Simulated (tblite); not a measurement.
Species: C8H5ClS.
Cartesian coordinates in Å at the GFN2-xTB level; atoms count from 1:
```
atom  x, y, z in Å
Cl1    3.7381    2.3476   -0.4955
C2     3.5781    1.2488    0.8314
C3     2.4805    0.5545    1.0279
C4     1.4115   -0.0818    1.1680
C5     0.2926   -0.7708    1.3431
C6    -0.8343   -0.6617    0.4752
C7    -0.9864    0.1240   -0.6434
C8    -2.2412   -0.0277   -1.2546
C9    -3.0389   -0.9216   -0.6073
S10   -2.2720   -1.6007    0.7683
H11    4.4480    1.1920    1.4648
H12    0.2124   -1.4530    2.1795
H13   -0.2129    0.7808   -0.9980
H14   -2.5434    0.5037   -2.1394
H15   -4.0365   -1.2261   -0.8543
```

Computed geometry: GFN2-xTB, gas phase.

Masses are those of the commonest isotopes; rigid-rotor values at the optimised geometry. The values belong to one conformer with, in the numbering `[Cl:1][CH:2]=[C:3]=[C:4]=[CH:5][c:6]1[cH:7][cH:8][cH:9][s:10]1`, C4–C5–C6–C7 0°.

Question: Give the principal moments of inertia and the rotational constants in MHz.

Answer: Ia = 182.05, Ib = 1379.63, Ic = 1561.68 u·Å²; 505379 MHz·u·Å²/I gives A = 2776, B = 366.3, C = 323.6 MHz.

Question: Classify the top.

Answer: A near-prolate asymmetric top; Ray's κ = -0.965.

Question: Is it planar, by Δ = Ic − Ia − Ib?

Answer: Planar: Δ = Ic − Ia − Ib = 0.00 u·Å². For a rigid frame Δ = −2 Σ m c², so it vanishes when all atoms lie in the ab plane; here none is more than 0.01 Å from it.

Question: Estimate the classical rotational partition function at 10 K, 100 K and 500 K.

Answer: Point group Cs, symmetry number σ = 1; q = (√π/σ)·√((kT/h)³/(ABC)), k/h = 20836.6 MHz/K: 9290 at 10 K, 294000 at 100 K, 3290000 at 500 K.

Its GFN2-xTB frequencies are all real (lowest 39 cm⁻¹). No vibrational averaging or centrifugal distortion is included, and the geometry carries the error of its method.
